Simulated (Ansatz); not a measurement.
Calculated with Ansatz (gas phase, PBE0-D4/def2-TZVP geometries, no zero-point term in ΔE). CCSD(T)/CBS adds triple-zeta CCSD(T) − MP2 to the extrapolated MP2 energy (def2 sets, frozen cores). This one scheme is used for every species, atoms too. DFT in def2-TZVPP. Open shells (•) are unrestricted, without spin–orbit coupling. Spin–orbit coupling would lower the free atoms: a little for Al, C, O. One conformer a species, not always the lowest.

Reaction (atomization): `OC[NH][AlH2]` → Al• + C• + 6 H• + N• + O•

```csv
species,ωB97X-V energy (Eh)
`OC[NH][AlH2]`,-414.11906
Al•,-242.31701
C•,-37.84659
H•,-0.50049
N•,-54.58629
O•,-75.06843
```

(1) Work out ΔE.

Largest T1 diagnostic among the species: 0.018.

Answers

(1) ΔE = 6 × (-0.50049) + (-242.31701) + (-37.84659) + (-54.58629) + (-75.06843) − (-414.11906) = 1.29780 Eh = +3407.4 kJ/mol. CCSD(T)/CBS gives +3400.1 kJ/mol.

The D4 term adds +24.9 kJ/mol with B3LYP and +13.0 kJ/mol with PBE0; it sums over pairs of atoms, weighted by their polarisabilities, and B3LYP, whose exchange is more repulsive, gets the larger term. In def2-TZVPP, CCSD(T) changes the Hartree–Fock value by +932.2 kJ/mol (the triples alone add +49.5 kJ/mol) and MP2 by +976.2 kJ/mol; breaking electron pairs costs correlation energy, which Hartree–Fock lacks.

B3LYP here is the variant with VWN-RPA as its local correlation; programs differ in this.

For atomizations the MP2-based limit and the directly extrapolated one differ by several kJ/mol either way, and by 10 to 25 for some Ge, Se and Sn compounds, so smaller differences from it don't rank the levels.
